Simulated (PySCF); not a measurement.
## Electron correlation in N⁺ (nitrogen, charge +1)

[He] 2s2 2p2, high-spin 3P determinant. All numbers are calculated (PySCF 2.14, the non-relativistic Hamiltonian (point nucleus), in pcseg-2). Frozen: 1s2; 4 electrons correlated.

MP2 pair energies summed by pair of shells (mhartree):

```
 pair  energy  share (%)
2s-2p  -41.98       61.1
2s-2s  -19.30       28.1
2p-2p   -7.40       10.8
```

Total MP2 correlation energy: -68.68 mhartree.

Same-spin part -12.24 and opposite-spin part -56.44 mhartree; SCS-MP2 scales them by 1/3 and 6/5 to -71.81 mhartree.

| level | correlation energy (mhartree) |
| --- | --- |
| CCSD | -89.68 |
| (T) | -1.52 |
| CCSD(T) | -91.20 |

Diagnostics: T1 = 0.0059, D1 = 0.0120, largest double amplitude 0.119.

Cost of the coupled-cluster step: 0.28 s of wall time on 1 thread of Neoverse-V1 (shared host), for 4 correlated electrons.

Iterations:

```
CC2 = 0
CCSD nocc = (np.int64(3), np.int64(1)), nmo = (29, 29)
frozen orbitals [[0], [0]]
max_cycle = 100
direct = 0
conv_tol = 1e-08
conv_tol_normt = 1e-06
diis_space = 8
diis_start_cycle = 0
Init t2, MP2 energy = -0.0686796922835877
Init E_corr(UCCSD) = -0.0686796922912151
cycle = 1  E_corr(UCCSD) = -0.082522781962057  dE = -0.0138430897  norm(t1,t2) = 0.0401157
cycle = 2  E_corr(UCCSD) = -0.08661326531103  dE = -0.00409048335  norm(t1,t2) = 0.0178716
cycle = 3  E_corr(UCCSD) = -0.0897304002912151  dE = -0.00311713498  norm(t1,t2) = 0.00895367
cycle = 4  E_corr(UCCSD) = -0.089664382333033  dE = 6.60179582e-05  norm(t1,t2) = 0.00103581
cycle = 5  E_corr(UCCSD) = -0.0896796874012785  dE = -1.53050682e-05  norm(t1,t2) = 0.000144662
cycle = 6  E_corr(UCCSD) = -0.0896756173360159  dE = 4.07006526e-06  norm(t1,t2) = 2.19911e-05
cycle = 7  E_corr(UCCSD) = -0.089677046225399  dE = -1.42888938e-06  norm(t1,t2) = 5.41335e-06
cycle = 8  E_corr(UCCSD) = -0.0896766657422222  dE = 3.80483177e-07  norm(t1,t2) = 1.53925e-06
cycle = 9  E_corr(UCCSD) = -0.0896766997125673  dE = -3.39703451e-08  norm(t1,t2) = 2.6696e-07
cycle = 10  E_corr(UCCSD) = -0.0896767026526833  dE = -2.94011601e-09  norm(t1,t2) = 3.75344e-08
UCCSD converged
E(UCCSD) = -53.97780931899788  E_corr = -0.08967670265268333
UCCSD(T) correction = -0.00152489449432671
```
